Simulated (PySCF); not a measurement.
What does the PBE0-D3(BJ)/def2-SVP structure of `CB(P)[AsH2]` look like in three dimensions?

```
atom  x, y, z in Å
C1    -0.3568   -1.3517    0.5645
B2     0.0010    0.0552   -0.0308
P3    -1.2227    0.9897   -1.1273
As4    1.7907    0.9118    0.3784
H5    -1.3198   -1.7608    0.2244
H6    -0.4124   -1.2449    1.6640
H7     0.4333   -2.0968    0.3773
H8    -0.9674    2.3498   -0.8019
H9    -2.4410    0.8244   -0.4098
H10    2.6690   -0.2714    0.0007
H11    1.9736    1.6444   -0.9402
```

Any rigid rotation of these coordinates is as good. Atoms count from 1 in this order. As4 (arsenic bonded to B and 2 H) is pyramidal (angles 97.8°, 97.5° and 95.2°, sum 290.5°, 0.83 Å off the plane of its three neighbours). P3 (three-coordinate phosphorus) is pyramidal (angles 102.9°, 101.8° and 98.6°, sum 303.3°, 0.70 Å off the plane of its three neighbours). B2 (three-coordinate boron) is planar (angles 121.0°, 120.3° and 118.7°, sum 360.0°, 0.00 Å off the plane of its three neighbours). The 4 heavy atoms lie in one plane (0.002 Å rms).

Bonds between heavy atoms (Å): C1–B2 1.569, B2–P3 1.890, B2–As4 2.026.

Method used: PBE0-D3(BJ)/def2-SVP geometry optimisation, gas phase in PySCF 2.14.0.

PBE0-D3(BJ)/def2-SVP frequencies: not computed here. The numbers are those of one conformer (C1–B2–P3–H 147° and 45°, C1–B2–As4–H 51° and 147°).

Time: 29 s of wall time; peak memory 0.46 GiB. Hardware: Arm Neoverse V1, one thread, no GPU, on a shared host. These figures are those of the optimisation.
